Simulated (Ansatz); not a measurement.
```yaml
crystal:
  periodic: [false, false, false]
  atoms:
    - {symbol: F, position_ang: [2.109924, 0.991329, 2.620833]}
    - {symbol: Ge, position_ang: [0.114994, -1.112670, 1.081564]}
    - {symbol: F, position_ang: [2.146863, -3.463944, 0.039482]}
    - {symbol: Se, position_ang: [-1.568164, 0.704947, -2.663695]}
    - {symbol: H, position_ang: [-2.709320, 2.741065, -1.156418]}
basis:
  gaussian: {orbitals: def2-TZVP}
total_charge: 1
hamiltonian: {xc: {name: LC-wPBE}}
output: {forces: true}
```

```sh
$ ansatz run in.yaml --threads 4 --pin off --events-out ev --progress --plain --max-ram 10444MiB
```

It prints (some lines left out):

```
Functional definition: LC-wPBE
1101 factors; their error is unknown
271 factors; integrals over basis functions are off by at most 2.6e-4 eV
mean field evaluation 1: about -127252.3799 eV, gradient 1.1e2 eV
mean field evaluation 2: about -126580.2090 eV, gradient 2.7e2 eV
mean field evaluation 4: about -127264.1045 eV, gradient 6.6e1 eV
mean field evaluation 8: about -127264.1059 eV, gradient 6.6e1 eV
mean field evaluation 16: about -127274.9818 eV, gradient 2.6e-3 eV
mean field -127274.98180545 eV, -4677.2693112691 hartree, gradient 4.6e-6 eV, S^2 0.000000; 6 other end points of the search recorded, 0 dependent functions left out
reference -127274.98180546 eV, -4677.2693112694 hartree; 42, 42 occupied and 122, 122 virtual orbitals, 1101 factors
Total energy: -127274.98180546 eV, -4677.2693112694 hartree
Atom 0 at     2.109924     0.991329     2.620833 Å, force    -1.579796    -1.440692    -1.187753 eV/Å
Atom 1 at     0.114994    -1.112670     1.081564 Å, force     3.155957    -0.380091     0.593488 eV/Å
Atom 2 at     2.146863    -3.463944     0.039482 Å, force    -1.595526     1.734068     0.664257 eV/Å
Atom 3 at    -1.568164     0.704947    -2.663695 Å, force    -1.012120     1.891627     1.345362 eV/Å
Atom 4 at    -2.709320     2.741065    -1.156418 Å, force     1.031484    -1.804912    -1.415354 eV/Å
Dipole moment:    -3.382829     1.519895    -1.427249 e Å
```

Task: Something in this input is off. What?

Result: The coordinates are in bohr but typed as ångström. The calculation finished and met its thresholds. The result belongs to that input, not to the molecule as meant.
